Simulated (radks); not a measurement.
The sulfur ion S2+, 14 electrons, occupied as [He] 2s2 2p5 3s2 3p3 (not the ground configuration).

Method: scalar-relativistic Kohn-Sham, LDA (Slater exchange, Perdew-Wang correlation), spin-polarised, spherical densities, finite nucleus; open shells are filled with parallel spins first; Fermi nuclear charge, rms radius 3.2611 fm; computed with a radial shooting solver on a logarithmic mesh with Libxc functionals.

Energy parts (eV):
| part | energy |
|---|---|
| total | -10630.639 |
| kinetic | 10665.299 |
| electron-nucleus | -24857.912 |
| Hartree | 4179.541 |
| exchange-correlation | -617.567 |

Orbitals (lengths in bohr, moments of r in powers of bohr):
orbital,occ.,eigenvalue (eV),<r>
1s up,1,-2460.972,0.09714
1s down,1,-2457.940,0.09706
2s up,1,-260.4093,0.4694
2s down,1,-256.0319,0.4706
2p up,3,-208.3669,0.4267
2p down,2,-203.3156,0.4288
3s up,1,-44.6040,1.482
3s down,1,-40.7042,1.509
3p up,3,-32.6175,1.615
3p down,0,-28.9587,1.670

The highest occupied level is 3p up at -32.618 eV. Summed over all electrons, <r^2> = 15.95 bohr^2, which gives a Langevin (diamagnetic) susceptibility term of -12.6 x 10^-6 cm^3/mol. Spin moment in Bohr magnetons: 4.
